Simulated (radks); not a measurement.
Ionisation of the lutetium ion Lu2+, [Xe] 4f14 6s1, to [Xe] 4f14 as the strength of local exchange is varied. Method: Dirac Kohn-Sham, Slater X-alpha exchange (alpha = 2/3 is LDA exchange), no correlation, spin-unpolarised, spherical densities, finite nucleus; Fermi nuclear charge, rms radius 5.37 fm; computed with a radial shooting solver on a logarithmic mesh with Libxc functionals.

| alpha | E(Lu2+) (hartree) | exchange (hartree) | IE (eV) | -e of the level emptied (eV) | <r> of it (bohr) |
|---|---|---|---|---|---|
| 0.573 | -14522.3879 | -244.5953 | 19.648 | 16.218 (6s1/2) | 3.126 |
| 0.667 | -14562.5743 | -285.5833 | 20.289 | 16.880 (6s1/2) | 3.074 |
| 0.742 | -14594.7250 | -318.4587 | 20.809 | 17.419 (6s1/2) | 3.034 |
| 0.77 | -14606.7477 | -330.7714 | 21.005 | 17.623 (6s1/2) | 3.019 |
| 0.802 | -14620.5010 | -344.8689 | 21.230 | 17.857 (6s1/2) | 3.002 |
| 0.89 | -14658.3949 | -383.7800 | 21.856 | 18.509 (6s1/2) | 2.957 |
| 0.909 | -14666.5904 | -392.2087 | 21.993 | 18.651 (6s1/2) | 2.948 |

NIST Atomic Spectra Database: 20.959 eV (measured). The Delta-SCF value meets it near alpha = 0.76. Spin polarisation and multiplet splitting are left out, so open shells lie too high by an amount that depends on their filling.

Beside tabulated values, note that spin-unpolarised runs miss the spin-polarisation part of the exchange energy of open shells.
